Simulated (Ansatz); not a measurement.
A search over several starts for the lowest SCF solution of GeCl₄⁺ at the given spin, in a small basis.

```yaml
crystal:
  periodic: [false, false, false]
  atoms:
    - {symbol: Ge, position_ang: [0.000048, -0.000009, 0.000091]}
    - {symbol: Cl, position_ang: [0.010615, -0.017799, 2.147017]}
    - {symbol: Cl, position_ang: [2.020615, 0.010609, -0.725769]}
    - {symbol: Cl, position_ang: [-1.019596, 1.756491, -0.696087]}
    - {symbol: Cl, position_ang: [-1.011692, -1.749292, -0.725252]}
basis:
  gaussian: {orbitals: def2-SVP}
total_charge: 1
magnetization: {spin_polarized: true, initial_magnetization: 1}
hamiltonian: {xc: pbe0, dispersion: d4}
output: {orbitals: {seedname: orbitals}}
```

```sh
$ ansatz run in.yaml --threads 2 --pin off --events-out ev --progress --plain --max-ram 4352MiB
```

It prints (some lines left out):

```
Functional definition: PBE0
945 factors; integrals over basis functions are off by at most 5.3e-4 eV
mean field evaluation 1: about -106554.4440 eV, gradient 1.6e1 eV
mean field evaluation 2: about -106553.0524 eV, gradient 2.3e1 eV
mean field evaluation 4: about -106555.5684 eV, gradient 2.2e0 eV
mean field evaluation 8: about -106555.6554 eV, gradient 3.1e-1 eV
mean field evaluation 16: about -106555.6562 eV, gradient 5.0e-3 eV
mean field evaluation 32: about -106555.6836 eV, gradient 1.5e-5 eV
mean field evaluation 64: about -106555.6836 eV, gradient 3.7e-3 eV
mean field evaluation 96: about -106555.3850 eV, gradient 2.4e0 eV
mean field -106555.68359175 eV, -3915.8491459605 hartree, gradient 1.5e-6 eV, S^2 0.753830; 16 other end points of the search recorded, 0 dependent functions left out
reference -106555.68361223 eV, -3915.8491467131 hartree; 50, 49 occupied and 54, 55 virtual orbitals, 945 factors
Total energy: -106555.89055305 eV, -3915.8567516480 hartree
```

Hardware: 2 threads of Arm Neoverse V1 on a shared host. Wall time 37 s.
